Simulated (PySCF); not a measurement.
H₅InN₂O. Atoms are numbered in the order given.

```xyz
9

In    -0.0374    -0.0203    -0.0107
O      1.7577    -0.7866    -0.5752
H      2.0599    -0.3520    -1.3954
N     -0.5055    -0.4677     1.9498
H     -0.0375    -1.3394     2.2344
H     -1.5134    -0.6172     2.0930
N     -0.9141     1.4456    -1.1885
H     -1.9083     1.5708    -0.9508
H     -0.8928     1.1802    -2.1834
```
Charge 0, spin multiplicity 1.

Geometry: PBE-D3(BJ)/def2-SVP. The structure was generated by enumeration; whether it is a known compound was not checked. The def2 effective core potentials stand for the cores of In; spin–orbit coupling is left out. Other conformers were not sampled.

The numbers are results of PySCF with C-PCM-ωB97X/def2-SVP, not measurements.

The values are the electrostatic part of the solvation free energy, E(continuum) − E(gas) at the gas-phase geometry, in a cavity of scaled van der Waals radii (PySCF's table); cavitation and dispersion terms are not included. A continuum can't describe solvent molecules that bind to the metal. In vacuum the orbital gap is 10.09 eV. The dipole moment in vacuum is 3.31 D.

Task: Estimate the values in water (ε = 78.36), methanol (ε = 32.61), diethylether (ε = 4.24). (An estimate is asked for; the answer gives what the named calculation found.)

Result: 
```csv
solvent,ε,ΔG(elec) (kcal/mol),dipole (D),gap (eV)
water,78.36,-13.5,4.23,10.45
methanol,32.61,-13.2,4.21,10.44
diethylether,4.24,-10.1,3.99,10.36
```
